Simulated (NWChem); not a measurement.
System meant: GeF$_{3}$, doublet; SMILES [F][Ge]([F])[F]

Here is an NWChem input.

```
start job
memory heap 200 mb stack 900 mb global 1100 mb
geometry units angstroms noautoz
  F     -0.481370     1.523551    -0.407871
  Ge     0.000000     0.000000     0.248664
  F     -1.078749    -1.178654    -0.407871
  F      1.560119    -0.344897    -0.407871
end
basis spherical
  * library def2-svp
end
dft
  odft
  mult 3
  xc pbe0
  iterations 150
  mulliken
end
task dft energy
```

End of the output:

```
 Summary of "ao basis" -> "" (spherical)
 ------------------------------------------------------------------------------
       Tag                 Description            Shells   Functions and Types
 ---------------- ------------------------------  ------  ---------------------
 *                          def2-svp                  on all atoms

                                 NWChem DFT Module
                                 -----------------

 Summary of "ao basis" -> "ao basis" (spherical)
 ------------------------------------------------------------------------------
       Tag                 Description            Shells   Functions and Types
 ---------------- ------------------------------  ------  ---------------------
 F                          def2-svp                 6       14   3s2p1d
 Ge                         def2-svp                12       32   5s4p3d

 Summary of "ao basis" -> "ao basis" (spherical)
 ------------------------------------------------------------------------------
       Tag                 Description            Shells   Functions and Types
 ---------------- ------------------------------  ------  ---------------------
 F                          def2-svp                 6       14   3s2p1d
 Ge                         def2-svp                12       32   5s4p3d

      Symmetry analysis of basis
      --------------------------

        a1         22
        a2          4
        e          48

  Rotation of axis
  number of electrons :                   59
  multiplicity        :                    3
 ------------------------------------------------------------------------
  no. of electrons and multiplicity not compatible                  59
 ------------------------------------------------------------------------
 ------------------------------------------------------------------------
  current input line :
    19: task dft energy
 ------------------------------------------------------------------------
 ------------------------------------------------------------------------
 There is an error in the input file
 ------------------------------------------------------------------------
 For more information see the NWChem manual at https://nwchemgit.github.io

0: no. of electrons and multiplicity not compatible:Received an Error in Communication
```

Question: Can this run be used? If not, why, and what is the fix?

Answer: The input was rejected before any calculation. Cause: the multiplicity doesn't fit the number of electrons (an even count wants an odd multiplicity, and the reverse). This input runs:
```
start job
memory heap 200 mb stack 900 mb global 1100 mb
geometry units angstroms noautoz
  F     -0.481370     1.523551    -0.407871
  Ge     0.000000     0.000000     0.248664
  F     -1.078749    -1.178654    -0.407871
  F      1.560119    -0.344897    -0.407871
end
basis spherical
  * library def2-svp
end
dft
  odft
  mult 2
  xc pbe0
  iterations 150
  mulliken
end
task dft energy
```
It converges to -2375.55117 Ha (PBE0/def2-SVP, spin-unrestricted).
